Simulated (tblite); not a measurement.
Record of a relaxation.

Species: C7H16AlP.
Atom-mapped SMILES: `[CH2:1]=[CH:2][P@+:3]([AlH3-:4])([CH2:5][CH3:6])[C:7](=[CH2:8])[CH3:9]` (hydrogens: H10, H11 on C1; H12 on C2; H13, H14, H15 on Al4; H16, H17 on C5; H18, H19, H20 on C6; H21, H22 on C8; H23, H24, H25 on C9)
Bond orders are those of one Lewis drawing.

Computed with GFN2-xTB (tblite), gas phase: L-BFGS steps from a force-field or distance-geometry start until the largest atomic force falls under 0.01 eV/Å. 4 of its 200 geometries are shown.

Step 0: E = -725.2869 eV, largest atomic force 3.578 eV/Å
```
atom  x, y, z in Å  |  force x, y, z in eV/Å
C1      2.526   -0.663   -1.627   -1.875   0.564  -0.158
C2      1.228   -0.270   -1.665    1.393  -0.704   0.474
P3      0.259   -0.216   -0.137    0.793   0.102  -0.144
Al4     1.744   -0.305    1.570    2.590  -0.023   2.468
C5     -0.890   -1.597   -0.176   -1.251  -0.720  -1.920
C6     -1.978   -1.551    0.864    0.136  -1.301   1.589
C7     -0.689    1.296   -0.192   -0.584   0.648  -0.329
C8     -1.829    1.287   -0.855   -0.824  -0.943  -0.811
C9     -0.219    2.531    0.498    0.697   0.385   0.160
H10     3.010   -0.948   -0.697   -0.055   0.098  -0.308
H11     3.022   -0.668   -2.585    0.465  -0.164   0.269
H12     0.787   -0.003   -2.605   -0.332   0.188  -0.270
H13     2.473   -1.730    1.544   -0.486  -0.081  -0.373
H14     1.117    0.011    2.981   -0.550  -0.031  -0.305
H15     2.877    0.787    1.284   -0.359   0.113  -0.445
H16    -1.422   -1.553   -1.167    0.444  -0.253   0.322
H17    -0.376   -2.579   -0.160    0.136   0.623   0.163
H18    -1.521   -1.539    1.887   -0.377   0.363  -0.704
H19    -2.513   -2.529    0.828    0.045   0.734  -0.059
H20    -2.688   -0.739    0.744    0.159   0.009   0.044
H21    -2.498    2.123   -0.962    0.035   0.081   0.087
H22    -2.139    0.350   -1.345   -0.066   0.764   0.116
H23     0.021    3.319   -0.263   -0.151  -0.578   0.716
H24     0.703    2.297    1.080   -0.570   0.272  -0.252
H25    -1.018    2.913    1.165    0.588  -0.146  -0.328
```

Step 66: E = -726.2358 eV, largest atomic force 0.043 eV/Å
```
atom  x, y, z in Å  |  force x, y, z in eV/Å
C1      2.421   -0.584   -1.650    0.009   0.006   0.005
C2      1.132   -0.288   -1.625    0.003   0.003  -0.018
P3      0.245   -0.240   -0.050    0.035   0.015   0.019
Al4     1.883   -0.235    1.807    0.005   0.010  -0.028
C5     -0.938   -1.641   -0.266    0.004  -0.005   0.009
C6     -1.879   -1.710    0.930   -0.001   0.002  -0.008
C7     -0.737    1.287   -0.258   -0.002   0.017   0.011
C8     -1.839    1.365   -0.990   -0.005   0.004   0.007
C9     -0.151    2.456    0.480    0.007   0.005   0.006
H10     2.953   -0.782   -0.730    0.002  -0.019   0.013
H11     2.987   -0.632   -2.567    0.006   0.004   0.003
H12     0.570   -0.060   -2.524   -0.020  -0.009  -0.021
H13     2.293   -1.752    1.671   -0.002   0.001  -0.001
H14     0.921    0.195    2.973   -0.008  -0.004   0.017
H15     2.886    0.846    1.243   -0.021  -0.003   0.008
H16    -1.478   -1.552   -1.212   -0.026  -0.006   0.004
H17    -0.321   -2.543   -0.312    0.020  -0.007  -0.001
H18    -1.299   -1.739    1.852   -0.007   0.012  -0.014
H19    -2.502   -2.601    0.883    0.002   0.007  -0.009
H20    -2.527   -0.835    0.959    0.014   0.000   0.012
H21    -2.381    2.292   -1.092   -0.012   0.011   0.012
H22    -2.252    0.519   -1.514   -0.004  -0.008  -0.009
H23     0.256    3.189   -0.216    0.006  -0.021  -0.011
H24     0.656    2.116    1.135   -0.005  -0.005   0.008
H25    -0.909    2.954    1.084    0.000  -0.010  -0.012
```

Step 133: E = -726.2801 eV, largest atomic force 0.023 eV/Å
```
atom  x, y, z in Å  |  force x, y, z in eV/Å
C1      2.423   -0.505   -1.698    0.005   0.003   0.002
C2      1.122   -0.261   -1.684    0.001   0.002  -0.001
P3      0.239   -0.230   -0.105    0.008  -0.008   0.005
Al4     1.754   -0.235    1.843    0.003   0.008   0.003
C5     -0.935   -1.638   -0.299    0.000  -0.002  -0.007
C6     -1.768   -1.762    0.972    0.001   0.002  -0.008
C7     -0.755    1.292   -0.276    0.017   0.008   0.013
C8     -1.925    1.377   -0.891   -0.013   0.001   0.001
C9     -0.068    2.436    0.399   -0.006  -0.004  -0.006
H10     2.956   -0.677   -0.773   -0.006   0.006   0.006
H11     2.998   -0.539   -2.611   -0.002  -0.001   0.003
H12     0.552   -0.070   -2.587   -0.001  -0.001  -0.004
H13     2.232   -1.730    1.685   -0.002  -0.001  -0.002
H14     0.703    0.097    2.968   -0.003   0.006  -0.004
H15     2.736    0.911    1.392   -0.004  -0.008  -0.006
H16    -1.559   -1.517   -1.188   -0.004   0.001  -0.010
H17    -0.317   -2.531   -0.434    0.005  -0.001   0.001
H18    -1.106   -1.852    1.833   -0.001  -0.003   0.009
H19    -2.413   -2.637    0.931    0.002  -0.002   0.003
H20    -2.388   -0.877    1.110   -0.006   0.004  -0.001
H21    -2.464    2.310   -0.948    0.002   0.006   0.008
H22    -2.401    0.532   -1.360   -0.001  -0.008   0.000
H23     0.900    2.617   -0.071    0.004  -0.002  -0.014
H24     0.131    2.168    1.440    0.002  -0.004   0.012
H25    -0.661    3.347    0.362    0.000  -0.002  -0.002
```

Step 199: E = -726.2854 eV, largest atomic force 0.008 eV/Å
```
atom  x, y, z in Å  |  force x, y, z in eV/Å
C1      2.446   -0.442   -1.651    0.000  -0.003  -0.001
C2      1.134   -0.268   -1.658    0.001   0.004   0.001
P3      0.225   -0.265   -0.093   -0.004  -0.003  -0.002
Al4     1.712   -0.179    1.878    0.001   0.000  -0.003
C5     -0.958   -1.656   -0.352   -0.004  -0.005   0.005
C6     -1.810   -1.833    0.900   -0.002  -0.001   0.003
C7     -0.742    1.273   -0.245   -0.003   0.001  -0.006
C8     -1.981    1.364   -0.705    0.002   0.002   0.006
C9      0.051    2.427    0.279   -0.002   0.000   0.001
H10     2.975   -0.568   -0.717   -0.003  -0.003   0.001
H11     3.034   -0.461   -2.556    0.004   0.003   0.002
H12     0.568   -0.129   -2.573    0.001   0.001   0.001
H13     2.193   -1.678    1.813    0.000  -0.004  -0.001
H14     0.624    0.228    2.942   -0.002   0.001   0.004
H15     2.714    0.938    1.396    0.003  -0.005   0.002
H16    -1.568   -1.493   -1.244    0.005  -0.001   0.004
H17    -0.344   -2.547   -0.517   -0.001   0.001  -0.005
H18    -1.162   -1.960    1.768   -0.002   0.003  -0.005
H19    -2.453   -2.707    0.812    0.006   0.001  -0.001
H20    -2.434   -0.958    1.069    0.008   0.000   0.002
H21    -2.497    2.311   -0.738   -0.001   0.002   0.000
H22    -2.538    0.514   -1.060    0.000   0.003  -0.001
H23     0.971    2.541   -0.296   -0.003   0.002  -0.003
H24     0.343    2.213    1.313    0.002   0.000  -0.001
H25    -0.512    3.357    0.244   -0.004   0.001  -0.005
```

Q: Summarise the path.

A: The energy falls by 0.9986 eV from step 0 to step 199; nine tenths of that is first reached at step 11. It rises by more than 0.2 meV at step 85. The largest force goes from 3.578 to 0.008 eV/Å. Among the bonds P3–Al4 changes most, from 2.264 to 2.471 Å; the atoms move by 0.463 Å rms after alignment.

Q: Follow the three bonds and two angles with the largest change from start to end.

A: 
```
step  E above end (eV)  largest force (eV/Å)  P3–Al4 (Å)  P3–C5 (Å)  P3–C7 (Å)  P3–Al4–H14 (°)  P3–Al4–H13 (°)
   0            0.9986                 3.578       2.264      1.797      1.786           114.0           108.8
   9            0.1110                 0.172       2.466      1.855      1.832           100.1            96.7
  17            0.0738                 0.152       2.460      1.844      1.828            99.0            97.0
  26            0.0641                 0.081       2.473      1.846      1.830            99.4            96.7
  35            0.0594                 0.067       2.477      1.848      1.830           100.1            96.1
  43            0.0560                 0.036       2.471      1.847      1.827           100.1            95.4
  52            0.0537                 0.038       2.464      1.846      1.828            99.6            95.3
  61            0.0510                 0.045       2.467      1.847      1.827            98.9            95.8
  69            0.0490                 0.045       2.475      1.848      1.829            99.0            96.2
  78            0.0468                 0.043       2.479      1.845      1.827            99.5            96.6
  87            0.0393                 0.072       2.476      1.846      1.828            99.9            96.9
  95            0.0300                 0.059       2.464      1.845      1.827            99.3            97.2
 104            0.0208                 0.075       2.456      1.844      1.826            97.9            97.0
 112            0.0117                 0.068       2.457      1.843      1.829            96.7            96.7
 121            0.0073                 0.052       2.466      1.844      1.826            97.6            96.3
 130            0.0056                 0.017       2.469      1.844      1.827            98.7            96.3
 138            0.0052                 0.012       2.467      1.844      1.826            99.0            96.1
 147            0.0046                 0.034       2.463      1.843      1.825            99.0            96.2
 156            0.0038                 0.020       2.464      1.844      1.826            98.7            96.4
 164            0.0033                 0.015       2.467      1.844      1.825            98.7            96.2
 173            0.0027                 0.020       2.468      1.843      1.824            98.4            96.0
 182            0.0014                 0.028       2.468      1.844      1.823            98.2            95.8
 190            0.0004                 0.015       2.471      1.845      1.823            98.0            96.1
 199            0.0000                 0.008       2.471      1.844      1.823            97.6            96.8
```

The cost below is that of the whole relaxation. The run took 3.9 s wall on Arm Neoverse N1, one thread, no GPU (shared host).
